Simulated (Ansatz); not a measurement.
`[Br][Au]` + H₂ → `[AuH]` + HBr at 500 K and 1 bar (hydrogenolysis of the Au–Br bond).

Computed with Ansatz on PBE0-D4/def2-TZVP structures; ΔE is electronic, products minus reactants. CCSD(T)/CBS is the MP2 limit (def2-TZVPP, def2-QZVPP) plus CCSD(T) − MP2 in def2-TZVPP, frozen cores. This one scheme is used for every species. def2 core potentials past Kr. For Au, Br outer-core shells are correlated without core-valence functions, which leaves a few kJ/mol of doubt a bond. Scalar relativity is left out up to krypton.

```tsv
species	CCSD(T)/CBS energy (Eh)	H − E (kJ/mol)	S (J/(mol·K))
`[Br][Au]`	-2708.86234	18.9	282.1
H₂	-1.17544	41.0	145.5
`[AuH]`	-136.10998	28.0	226.3
HBr	-2573.91920	30.5	213.7
```

H − E and S are ideal-gas, rigid-rotor, harmonic terms from PBE0-D4/def2-TZVP. The MP2-based limit puts H₂ 0.8 mEh under its directly extrapolated value; such offsets cancel only in part. 1 Eh = 2625.50 kJ/mol, R = 8.31446 J/(mol·K).

Problem. By hand: ΔE, ΔH, ΔS and ΔG.

Solution. ΔE = (-136.10998) + (-2573.91920) − (-2708.86234) − (-1.17544) = 0.00860 Eh = 22.6 kJ/mol. Δ(H − E) = 28.0 + 30.5 − 18.9 − 41.0 = -1.4, so ΔH = 21.2 kJ/mol. ΔS = 226.3 + 213.7 − 282.1 − 145.5 = 12.4 J/(mol·K). ΔG = 21.2 − 500 × (12.4)/1000 = 15.0 kJ/mol.

Problem. By hand: the equilibrium constant, and the temperature at which ΔG would vanish if ΔH and ΔS stayed fixed.

Solution. log₁₀ K = −ΔG/(RT ln 10) = -1.6. ΔG = 0 at ΔH/ΔS = 1710 K, though so small a ΔS makes that figure unsure.

The number of gas molecules stays the same, so ΔS is small and ΔH decides. A doubt of 5 kJ/mol in ΔE shifts log₁₀ K by 0.5 here. These are equilibria of isolated gas molecules and say nothing of rates. Largest T1 diagnostic: 0.027 (customary marks: 0.02 for closed shells, 0.045 for open ones).
